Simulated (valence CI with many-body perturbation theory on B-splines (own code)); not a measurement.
## E1 transitions of Rh XL

Computed by relativistic CI+MBPT: four valence electrons over a frozen Dirac-Fock core [He], radial functions for each j: 11 s, 11 p, 9 d, 7 f, 5 g, 2 h, 1 i, with the one-electron correlation potential Σ1, the two-electron term Σ2, the three-electron term Σ3, Breit, model QED; selected CI, second order for the rest (own B-spline code, finite nucleus).

The last digits are not significant, and no measured levels were compared; by estimate large intervals hold to a few tenths of a per cent, small ones and those within an open d or f shell to about a per cent. Among the levels kept, up to 270 cm⁻¹ of a level comes from second order outside the variational space, and about a tenth of that is noise between levels of different J, which matters for small intervals.

Lines 1 to 50 of 238 in falling wavelength, among levels below 279.74 Ry, chosen from the strongest by gf and those to the six lowest levels. Wavelengths and rates use the calculated energies. Electric multipoles are in the length gauge, E1 and E2 with the static RPA response of the core. Weak lines are less certain than strong ones. Lines between different terms over intervals too small for the method are left out, as are lines whose strength nearly cancels. The highest levels of a list are the least certain.

Levels are named by their leading jj configuration (3d3/2^4 stands for four electrons in 3d with j = 3/2), which in mixed levels can hold well under half, so a name can repeat and another be missing. Letters in brackets count levels of one name in rising energy.

```csv
λ vac (Å),Upper,Lower,A (s⁻¹),S (a.u.)
225.7,(2s 2p1/2 2p3/2 3d5/2) J=4 [a],(2s 2p1/2 2p3/2 3p3/2) J=3 [a],3.94e+09,2.01e-01
224.9,(2s 2p1/2 2p3/2 3d5/2) J=5,(2s 2p1/2 2p3/2 3p3/2) J=4,4.34e+09,2.68e-01
209.2,(2s 2p1/2^2 3d5/2) J=3,(2s 2p1/2^2 3p3/2) J=2,4.52e+09,1.43e-01
204.3,(2s^2 2p3/2 3d5/2) J=4,(2s^2 2p3/2 3p3/2) J=3,4.99e+09,1.89e-01
202.5,(2s^2 2p1/2 3d5/2) J=3,(2s^2 2p1/2 3p3/2) J=2,5.48e+09,1.57e-01
199.7,(2s 2p1/2 2p3/2 3d5/2) J=4 [b],(2s 2p1/2 2p3/2 3p3/2) J=3 [b],5.11e+09,1.81e-01
195.6,(2s^2 2p3/2 3d5/2) J=3,(2s^2 2p3/2 3p3/2) J=2,3.24e+09,8.37e-02
193.0,(2s 2p1/2 2p3/2 3d5/2) J=2 [a],(2s 2p1/2 2p3/2 3p3/2) J=1 [a],4.38e+09,7.77e-02
189.7,(2s 2p1/2 2p3/2 3p1/2) J=2 [b],(2s 2p1/2 2p3/2 3s) J=3,4.79e+09,8.07e-02
187.9,(2s 2p1/2^2 3d5/2) J=2,(2s 2p1/2^2 3p3/2) J=1,6.74e+09,1.10e-01
183.1,(2s 2p1/2 2p3/2 3d5/2) J=3 [b],(2s 2p1/2 2p3/2 3p3/2) J=2 [b],4.07e+09,8.62e-02
154.0,(2s 2p1/2 2p3/2 3p3/2) J=1 [a],(2s 2p1/2 2p3/2 3s) J=1 [a],1.15e+10,6.20e-02
150.9,(2s 2p1/2 2p3/2 3p3/2) J=2 [b],(2s 2p1/2 2p3/2 3s) J=2 [b],1.03e+10,8.69e-02
149.0,(2s 2p1/2 2p3/2 3p3/2) J=4,(2s 2p1/2^2 3d5/2) J=3,5.15e+09,7.56e-02
148.7,(2s 2p1/2 2p3/2 3d3/2) J=2 [b],(2s 2p1/2 2p3/2 3p1/2) J=2 [b],7.72e+09,6.27e-02
147.9,(2s 2p1/2^2 3p3/2) J=1,(2s 2p1/2^2 3s) J=0,1.27e+10,6.10e-02
145.5,(2s^2 2p3/2 3p3/2) J=3,(2s^2 2p3/2 3s) J=2,8.93e+09,9.51e-02
145.3,(2s^2 2p3/2 3p3/2) J=1,(2s^2 2p3/2 3s) J=1,1.21e+10,5.49e-02
144.0,(2s 2p1/2 2p3/2 3p3/2) J=2 [c],(2s 2p1/2 2p3/2 3s) J=1 [c],7.19e+09,5.30e-02
140.0,(2s 2p1/2 2p3/2 3p3/2) J=3 [c],(2s 2p1/2 2p3/2 3s) J=2 [c],2.02e+10,1.91e-01
139.8,(2s 2p1/2 2p3/2 3d3/2) J=3 [a],(2s 2p1/2 2p3/2 3p1/2) J=2 [a],9.14e+09,8.63e-02
139.6,(2s 2p1/2 2p3/2 3p3/2) J=2 [a],(2s 2p1/2 2p3/2 3s) J=1 [a],1.24e+10,8.29e-02
138.9,(2s 2p1/2 2p3/2 3p3/2) J=1 [b],(2s 2p1/2 2p3/2 3s) J=2 [b],1.43e+10,5.69e-02
137.7,(2s 2p1/2 2p3/2 3d3/2) J=4,(2s 2p1/2 2p3/2 3p1/2) J=3,1.17e+10,1.36e-01
136.8,(2s 2p1/2^2 3d3/2) J=2,(2s 2p1/2^2 3p1/2) J=1,1.40e+10,8.83e-02
136.5,(2s^2 2p3/2 3d3/2) J=3,(2s^2 2p3/2 3p1/2) J=2,1.04e+10,9.16e-02
136.4,(2s 2p1/2 2p3/2 3p3/2) J=3 [b],(2s 2p1/2 2p3/2 3s) J=2 [b],1.33e+10,1.17e-01
135.3,(2s 2p1/2 2p3/2 3d3/2) J=3 [c],(2s 2p1/2 2p3/2 3p1/2) J=2 [c],1.57e+10,1.34e-01
134.3,(2s 2p1/2 2p3/2 3p3/2) J=4,(2s 2p1/2 2p3/2 3s) J=3,1.96e+10,2.11e-01
132.9,(2s^2 2p1/2 3d3/2) J=2,(2s^2 2p1/2 3p1/2) J=1,1.58e+10,9.14e-02
132.9,(2s 2p1/2 2p3/2 3d3/2) J=2 [a],(2s 2p1/2 2p3/2 3p1/2) J=1 [a],8.23e+09,4.77e-02
132.7,(2s 2p1/2 2p3/2 3p3/2) J=3 [a],(2s 2p1/2 2p3/2 3s) J=2 [a],2.24e+10,1.81e-01
132.5,(2s^2 2p3/2 3p3/2) J=3,(2s^2 2p1/2 3d5/2) J=2,7.68e+09,6.17e-02
129.9,(2s^2 2p1/2 3p3/2) J=1,(2s^2 2p1/2 3s) J=0,1.45e+10,4.71e-02
129.6,(2s 2p1/2^2 3p3/2) J=2,(2s 2p1/2^2 3s) J=1,2.93e+10,1.57e-01
129.2,(2s 2p1/2 2p3/2 3d3/2) J=2 [c],(2s 2p1/2 2p3/2 3p1/2) J=1 [b],9.22e+09,4.91e-02
129.1,(2s 2p1/2 2p3/2 3p3/2) J=2 [d],(2s 2p1/2 2p3/2 3s) J=1 [c],1.47e+10,7.82e-02
127.3,(2s^2 2p1/2 3p3/2) J=2,(2s^2 2p1/2 3s) J=1,2.75e+10,1.40e-01
122.5,(2s^2 2p3/2 3p3/2) J=2,(2s^2 2p3/2 3s) J=1,1.30e+10,5.89e-02
116.0,(2s 2p1/2 2p3/2 3p3/2) J=2 [a],(2s 2p1/2 2p3/2 3s) J=2 [a],1.33e+10,5.13e-02
115.2,(2s 2p1/2 2p3/2 3p3/2) J=3 [b],(2s 2p1/2 2p3/2 3s) J=3,1.15e+10,6.09e-02
97.07,(2s 2p1/2^2 2p3/2) J=2,(2s^2 2p1/2 2p3/2) J=2,2.47e+09,5.57e-03
88.91,(2s 2p1/2 2p3/2^2) J=3,(2s^2 2p3/2^2) J=2,6.00e+09,1.46e-02
87.92,(2s 2p1/2^2 2p3/2) J=2,(2s^2 2p1/2 2p3/2) J=1,4.80e+09,8.04e-03
69.43,(2s 2p1/2 2p3/2^2) J=1 [a],(2s^2 2p3/2^2) J=2,3.65e+09,1.81e-03
69.33,(2s 2p1/2^2 2p3/2) J=1,(2s^2 2p1/2 2p3/2) J=2,1.18e+10,5.82e-03
65.80,(2s 2p1/2 2p3/2^2) J=2 [b],(2s^2 2p3/2^2) J=2,7.09e+09,4.98e-03
64.53,(2s 2p1/2^2 2p3/2) J=1,(2s^2 2p1/2 2p3/2) J=1,2.17e+09,8.62e-04
63.99,(2s 2p1/2 2p3/2^2) J=1 [b],(2s^2 2p3/2^2) J=2,4.06e+09,1.58e-03
60.03,(2p1/2^2 2p3/2^2) J=2,(2s 2p1/2 2p3/2^2) J=3,5.14e+10,2.74e-02
```
